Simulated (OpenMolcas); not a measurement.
# neutral barium: CASPT2 settings compared

```
Program             : OpenMolcas
Basis               : ANO-RCC-VDZ [7s6p2d]
Scalar Hamiltonian  : DKH3, point nucleus
Active space        : 2 electrons in 4 orbitals (6s 6p)
State averaging     : 2S+1 = 1 even, 1 root; 2S+1 = 1 odd, 3 roots; 2S+1 = 3 odd, 3 roots kept (CI in the orbitals of an earlier block)
Spin-orbit coupling : state interaction with AMFI integrals over the reference wave functions, term energies averaged over their components
```

Methods on the same reference wave functions:
A. CASSCF
B. SS-CASPT2, IPEA 0.1 Eh, sigma2 regulariser 0.25 Eh (closed shells correlated: 5s 5p)
C. SS-CASPT2, IPEA 0.35 Eh, imaginary shift 0.2 Eh (closed shells correlated: 5s 5p)
D. XMS-CASPT2, IPEA 0.3 Eh, imaginary shift 0.25 Eh (closed shells correlated: 4d 5s 5p)

Energies in cm-1 above 6s2 1S0, the measured ground level; measured values from NIST Handbook of Basic Atomic Spectroscopic Data.

```csv
Level,A,B,C,D,Measured
6s2 1S0,0.0,0.0,0.0,0.0,0.0
6s 6p 3P* 0,12489,11566,11748,11614,12266
6s 6p 3P* 1,12592,11669,11852,11717,12637
6s 6p 3P* 2,12804,11882,12064,11929,13515
6s 6p 1P* 1,23964,23962,23971,23961,18060
```

Deviations, from unrounded energies. A percentage is the sum of absolute deviations over the sum of measured energies, with the sign that they share, or ± where signs differ.

```
           Against measurement  Levels      A      B      C      D
mean absolute deviation (cm-1)       4   1700   2300   2200   2300
      other configurations (%)       4  ±12.2  ±16.3  ±15.3  ±16.0
```

A lies closest to measurement on these levels and B furthest from it. The largest miss of A in the table is 6s 6p 1P* 1, by +5900 cm-1. The ranking rests on the paired levels alone, and a cruder setting can come out closer through cancelling errors.

Among B to D the level of the table that moves most is 6s 6p 3P* 2, by 180 cm-1 (lowest in B, highest in C).

The lowest spin-free term lies below A's lowest term by 0.007 hartree in B, 0.007 hartree in C, 0.008 hartree in D.

Terms from blocks run as CI alone lack orbitals of their own. Measured partners are found by configuration, term and J. A level has none where our copy of the source lacks it or the pairing is in doubt (some pairs that miss far off the trend of their configuration count as doubtful), and it then counts in no deviation. Levels of configurations outside the active space are missing.

* marks odd parity.
